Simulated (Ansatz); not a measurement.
`C=CC=N` + `BN[SiH2][SiH3]` → `BN(C=C)[SiH2][SiH3]` + `C=N`  (substitution at a C–C bond)

Computed with Ansatz on PBE0-D4/def2-TZVP structures; ΔE is electronic, products minus reactants. CBS: MP2 limit from def2 TZ/QZ plus the TZ coupled-cluster correction, frozen cores. This one scheme is used for every species. DFT in def2-TZVPP. One conformer a species, not always the lowest.

`C=CC=N`:

Z-matrix (Å, degrees):
```
C
C 1 1.328
H 1 1.083 2 121.5
H 1 1.086 2 121.5 3 -178.8
C 2 1.472 1 124.1 3 179.9
H 2 1.087 1 119.7 3 2.4
N 5 1.267 2 127.7 1 30.5
H 5 1.094 2 115.4 1 -149.8
H 7 1.023 5 110.4 2 1.9
```

`BN[SiH2][SiH3]`:

Cartesian coordinates in Å:
```
B 1.313 1.641 -1.079
N 0.573 1.169 0.011
Si -0.892 0.212 -0.050
Si -0.536 -1.924 0.847
H 0.927 1.404 -2.188
H 2.314 2.269 -0.886
H 0.933 1.384 0.931
H -1.965 0.889 0.732
H -1.302 0.131 -1.474
H 0.463 -2.672 0.038
H -0.021 -1.808 2.240
H -1.809 -2.694 0.878
```

`BN(C=C)[SiH2][SiH3]`:

Cartesian coordinates in Å:
```
B -0.905 -1.483 -1.653
N -0.482 -0.873 -0.457
C 0.452 -1.517 0.366
C 0.887 -1.083 1.545
Si -1.052 0.744 -0.008
Si 0.727 2.276 0.043
H -1.696 -0.923 -2.351
H -0.455 -2.555 -1.943
H 0.822 -2.451 -0.046
H 1.621 -1.658 2.093
H 0.533 -0.169 2.010
H -1.724 0.687 1.319
H -2.045 1.133 -1.036
H 0.188 3.638 -0.225
H 1.416 2.300 1.361
H 1.713 1.934 -1.017
```

`C=N`:

Z-matrix (Å, degrees):
```
C
N 1 1.261
H 1 1.096 2 124.9
H 1 1.092 2 118.8 3 -180.0
H 2 1.021 1 111.0 3 -0.0
```

```
             level  ΔE (kcal/mol)
        r2SCAN0-D4            8.0
           ωB97X-V            7.6
              PBE0            8.9
             BHLYP            9.7
           LC-ωPBE            8.7
RPA@PBE/def2-TZVPP            6.8
    MP2/def2-TZVPP            7.3
     HF/def2-QZVPP           10.3
```

Q: What does CCSD(T)/CBS give? (Estimate.)

A: Ansatz gave: +7.6 kcal/mol. The listed levels differ from it by 0.4, 0.0, 1.3, 2.1, 1.1, -0.8, -0.3, 2.7 kcal/mol.

Largest T1 diagnostic among the species: 0.014.

In def2-TZVPP, CCSD(T) changes the Hartree–Fock value by −3.0 kcal/mol (the triples alone add −0.4 kcal/mol) and MP2 by −3.1 kcal/mol. Leaving LDA and LC-ωPBE aside and taking each functional with its dispersion term where it has one, the values, not all of them listed here, spread over 2.4 kcal/mol, from revPBE-D4 to B2PLYP. LDA lies −2.5 kcal/mol from PBE without D4. At CCSD(T), def2-SVP lies −0.7 kcal/mol from the extrapolated value and def2-TZVPP −0.1 kcal/mol.
